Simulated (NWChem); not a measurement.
System: C$_{4}$H$_{6}$O; SMILES C(#C)COC

The following NWChem deck was run.

```
start job
memory heap 200 mb stack 900 mb global 1100 mb
geometry units angstroms noautosym nocenter noautoz
  C      0.281894     2.573035     0.000000
  C     -0.088900     1.421565     0.000000
  C     -0.568735     0.043834     0.000000
  O      0.498731    -0.856083     0.000000
  C      0.080102    -2.185409     0.000000
  H      0.618405     3.593509     0.000000
  H     -1.219122    -0.109146     0.888309
  H     -1.219122    -0.109146    -0.888309
  H      0.977815    -2.818549     0.000000
  H     -0.524681    -2.432638     0.895811
  H     -0.524681    -2.432638    -0.895811
end
basis spherical
  * library def2-tzvp
end
dft
  xc pbe0
  iterations 150
  semidirect filesize 400000000
end
property
  efieldgrad
end
task dft property
```

All runs use the structure optimised with PBE0/def2-SVP.

Vzz is the largest principal value of the second derivative of the potential at the nucleus (NWChem prints the opposite sign); η is the asymmetry. Non-relativistic.

Atoms are numbered as in the input.

What results follow from this input? (PBE0/def2-TZVP.) Quantities: Vzz O4 (a.u.); η O4.

The vzz O4 (a.u.) comes out as -1.950. The η O4 comes out as 0.98.
